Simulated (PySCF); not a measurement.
Telling isomers of C$_{6}$H$_{5}$FSi apart by NMR

- GFN2-xTB structure
- σ from GIAO-PBE0/pcSseg-1
- code: PySCF 2.14
- one conformer, isolated molecule, equivalent nuclei averaged, no relativistic terms

Scale: TMS for 1H (σ = 31.72 ppm), 13C (σ = 186.93 ppm) (reference shieldings calculated alike). Splittings of carbon signals by F and P are missing where no couplings were computed. Where no couplings were computed, multiplicities follow the n + 1 count of equivalent neighbours, and m marks all less simple cases (inequivalent or close neighbours, rings, F or P nearby). Shifts are as computed. Against solution values, carbons near 30 ppm lie about +3 ppm off and those near 130 ppm about +5 ppm. Of 1211 compounds with measured shifts, 218 miss one by over three times the rms of a fit or turn the order of signals round; such compounds aren't used in these exercises.

(1) Tabulate the signals of `C#CC1=C[SiH2]C=C1F`, `C#C[Si@@H]1C=CC=C1F`, `C#CC1=CC(F)=C[SiH2]1`, `C#CC1=CC=C(F)[SiH2]1` and their relative energies.

(2) What is the quickest way to tell C#CC1=C[SiH2]C=C1F from C#CC1=CC=C(F)[SiH2]1?

(3) What is the quickest way to tell C#CC1=CC(F)=C[SiH2]1 from C#CC1=CC=C(F)[SiH2]1?

(4) What is the quickest way to tell C#C[Si@@H]1C=CC=C1F from C#CC1=CC=C(F)[SiH2]1?

## Answers

(1) 
```tsv
SMILES	carbon types	δC	δH	E rel. (kcal/mol)
C#CC1=C[SiH2]C=C1F	3×C 3×CH	178.1, 146.5, 143.8, 99.7, 95.1, 82.5	6.83 (m, 1H), 5.17 (m, 1H), 4.64 (m, 2H), 3.08 (s, 1H)	3.1
C#C[Si@@H]1C=CC=C1F	2×C 4×CH	187.8, 155.3, 130.6, 122.1, 105.5, 82.1	7.06 (m, 1H), 6.40 (m, 1H), 5.53 (m, 1H), 4.87 (m, 1H), 1.97 (d, 1H)	2.0
C#CC1=CC(F)=C[SiH2]1	3×C 3×CH	181.7, 156.7, 135.3, 101.0, 99.1, 87.0	7.18 (m, 1H), 4.97 (m, 1H), 4.69 (m, 2H), 3.62 (s, 1H)	0.0
C#CC1=CC=C(F)[SiH2]1	3×C 3×CH	186.1, 161.7, 132.2, 117.4, 93.6, 87.6	7.31 (m, 1H), 6.55 (m, 1H), 4.59 (m, 2H), 3.14 (s, 1H)	6.4
```

Energies are electronic energies at PBE0/pcSseg-1 on these geometries, without zero-point or thermal terms, each for the one conformer computed, which needn't be the lowest.

(2) Both give the same number of carbon signals, with the same numbers of each carbon type, so the positions decide. The first has a fully substituted alkene carbon (C) at 143.8 ppm, the second a fully substituted alkene carbon (C) at 117.4 ppm. Their most deshielded carbons lie at 178.1 and 186.1 ppm. In the proton spectra the most deshielded non-exchanging signals are 6.83 (m, 1H) and 7.31 (m, 1H).

(3) Both give the same number of carbon signals, with the same numbers of each carbon type, so the positions decide. The first has a fully substituted alkene carbon (C) at 135.3 ppm, the second an alkene CH at 132.2 ppm. Their most deshielded carbons lie at 181.7 and 186.1 ppm.

(4) Both give the same number of carbon signals, but DEPT or the intensities differ. The first has a terminal alkyne carbon (CH) at 105.5 ppm, the second a fully substituted alkene carbon (C) at 117.4 ppm. Their most deshielded carbons lie at 187.8 and 186.1 ppm.
